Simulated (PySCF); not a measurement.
Species: C₅H₁₁NOSi₂.
SMILES: `Cc1ccoc1[SiH2]N[SiH3]`

A linear-response calculation (PySCF, def2-SVPD basis, gas phase, vertical, core orbitals frozen in the response) gave these numbers; the functional is withheld.

Orbital energies (eV): HOMO-3 -10.75, HOMO-2 -9.17, HOMO-1 -8.71, HOMO -7.90, LUMO 0.56, LUMO+1 1.22, LUMO+2 1.40.

```tsv
state	E (eV)	f	main configurations (H = HOMO, L = LUMO)
S1	5.69	0.251	H→L (89%)
S2	6.12	0.011	H-1→L (78%)
S3	6.50	0.0069	H→L+1 (50%), H→L+2 (17%), H-2→L (12%)
S4	6.54	0.0010	H-2→L (37%), H→L+1 (24%)
S5	6.82	0.028	H→L+2 (54%)
S6	7.05	0.019	H→L+3 (30%), H→L+4 (23%), H→L+5 (11%)
```

Triplets, Tamm–Dancoff:

```
state  E (eV)  λ (nm)  main configurations (H = HOMO, L = LUMO)
   T1    3.82   324.9                    H→L (65%), H→L+2 (14%)
   T2    5.07   244.6   H-2→L (45%), H→L+8 (13%), H-2→L+2 (13%)
   T3    5.77   214.8                H-1→L (69%), H-1→L+2 (11%)
   T4    6.11   202.8     H→L+8 (26%), H-2→L (22%), H→L+6 (14%)
```

Vertical ionisation energy by ΔSCF with the same functional: 8.48 eV. Mean static polarisability: 119.5 au.

Problem. Which of these was used?
A. CAM-B3LYP
B. B3LYP
C. PBE
D. HF

Solution. A. CAM-B3LYP is range-separated, 19% exact exchange at short range and 65% at long range (ω = 0.33 bohr⁻¹). In this run −ε(HOMO) = 7.90 eV differs from the ΔSCF value by -0.58 eV, and S1 differs from the orbital gap of 8.46 eV by -2.77 eV. The ratio −ε(HOMO)/IP is 0.93. Small neutral molecules mostly give 0.85 to 0.93 with CAM-B3LYP, 0.5 to 0.7 with PBE, 0.67 to 0.83 with B3LYP; with Hartree–Fock the ratio is 1 or more (Koopmans' value less the relaxation energy is the ΔSCF value).

Method: TDDFT CAM-B3LYP/def2-SVPD, vertical, gas phase, core orbitals frozen in the response in PySCF. Geometry: PBE0-D3(BJ)/def2-SVP, one conformer, isolated molecule.

The run took 5.6 min (grids of density and orbitals included) on one thread, Intel Xeon 6975P-C (x86_64), on a shared host, and the process peaked at 1.4 GiB of memory.

The values belong to the conformer `[CH3:1][c:2]1[cH:3][cH:4][o:5][c:6]1[SiH2:7][NH:8][SiH3:9]`: O5–C6–Si7–N8 49°, C6–Si7–N8–Si9 18°.
